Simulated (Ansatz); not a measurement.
`[SiH3][S][AlH][SH]` → Al• + 5 H• + 2 S• + Si•  (atomization)

Calculated with Ansatz (gas phase, PBE0-D4/def2-TZVP geometries, no zero-point term in ΔE). CBS: MP2 limit from def2 TZ/QZ plus the TZ coupled-cluster correction, frozen cores. This one scheme is used for every species, atoms too. Functionals use def2-TZVPP. B3LYP here is the variant with VWN-RPA as its local correlation; programs differ in this. HSE06 is defined as in plane-wave codes. No spin–orbit coupling; open shells (•) take unrestricted orbitals. Spin–orbit coupling would lower the free atoms: a little for Al, S, Si. One conformer a species, not always the lowest.

| level | ΔE (eV) | difference from CCSD(T)/CBS |
| --- | --- | --- |
| revPBE-D4 | 26.90 | -0.73 |
| r2SCAN-D4 | 27.68 | 0.05 |
| CAM-B3LYP-D4 | 27.34 | -0.29 |
| ωB97X-V | 27.82 | 0.19 |
| r2SCAN | 27.62 | -0.01 |
| B3LYP | 26.87 | -0.76 |
| r2SCANh | 27.49 | -0.14 |
| HSE06 | 27.02 | -0.61 |
| LC-ωPBE | 26.97 | -0.66 |
| SCS-MP2/def2-TZVPP | 26.96 | -0.67 |
| CCSD(T)/CBS | 27.63 | 0 |

Largest T1 diagnostic among the species: 0.018.

The D4 term adds +0.44 eV with B3LYP and +0.23 eV with PBE0; it sums over pairs of atoms, weighted by their polarisabilities, and B3LYP, whose exchange is more repulsive, gets the larger term. From BLYP to BHLYP (50 % exact exchange), in def2-TZVPP and without D4, ΔE moves by +0.18 eV. At CCSD(T), def2-SVP lies −2.27 eV from the extrapolated value and def2-TZVPP −0.87 eV: correlation converges slowly with the basis, and small sets miss more of it in the bonded molecule than in its fragments.

For atomizations the MP2-based limit and the directly extrapolated one differ by several kJ/mol either way, and by 10 to 25 for some Ge, Se and Sn compounds, so smaller differences from it don't rank the levels.
